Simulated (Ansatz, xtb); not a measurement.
C6H10FO+: which of two isomers lies lower

Structure X: `C=C[C+](CCF)OC`, a singlet. Structure Y: `CCC[C@H](C#[O+])CF`, a singlet. Both are isolated ions in the gas phase, relaxed with r2SCAN-D4/def2-SVP; each stands in its lowest conformer found.

Energies in hartree; the thermal terms are from GFN2-xTB frequencies at re-optimised GFN2-xTB minima (ideal gas, soft modes damped towards free rotors, one conformer each, 298.15 K, 1 atm) and include the zero-point energy:

```
                              X           Y
E, CCSD(T)/def2-SVP  −408.021913  −408.031698
    E, MP2/def2-SVP  −407.908554  −407.927672
  E, MP2/def2-TZVPP  −408.666055  −408.684126
  zero-point energy     0.145952     0.147460
       H(298 K) − E     0.156428     0.158000
       G(298 K) − E     0.111303     0.112201
```

Q: Correct the CCSD(T) difference for the basis set by the MP2 change, then work out ΔE, ΔE₀, ΔH and ΔG for X → Y in kJ/mol (1 Eh = 2625.50 kJ/mol) and the equilibrium ratio [Y]/[X].

A: 1. Differences Y − X: CCSD(T) −0.009785, MP2 in the small set −0.019118, MP2 in the large set −0.018071 Eh.
2. ΔE = −0.009785 + (−0.018071 − (−0.019118)) = −0.008738 Eh = −22.94 kJ/mol.
3. ΔE₀ = ΔE + ΔZPE = −0.008738 + (+0.001508) Eh = −18.98 kJ/mol.
4. ΔH = ΔE + (+0.001572) Eh = −18.81 kJ/mol.
5. ΔG = ΔE + (+0.000898) Eh = −20.58 kJ/mol, so ΔS = (ΔH − ΔG)/T = +5.9 J/(mol K).
6. kT = 0.9442 mEh, so K = [Y]/[X] = exp(−ΔG/kT) = exp(+8.30) ≈ 4.0 × 10^3.

Structure Y is favoured at this temperature. An error of 4 kJ/mol in ΔG would change K by a factor of 5. r2SCAN-D4/def2-SVP found them nearly level. HF/def2-SVP gave ΔE the other sign. Mirror images and further conformers aren't counted.

As drawn, Y has 2 C–C, 1 C≡O in place of 1 C=C, 2 C–O.

Other levels gave ΔE = −1.4 (r2SCAN-D4/def2-SVP); +15.7 (HF/def2-SVP); −50.2 (MP2/def2-SVP); −25.7 (CCSD(T)/def2-SVP) kJ/mol. The correlated steps freeze 8 core orbitals. Programs: Ansatz 0.2.0, xtb 6.7.1.
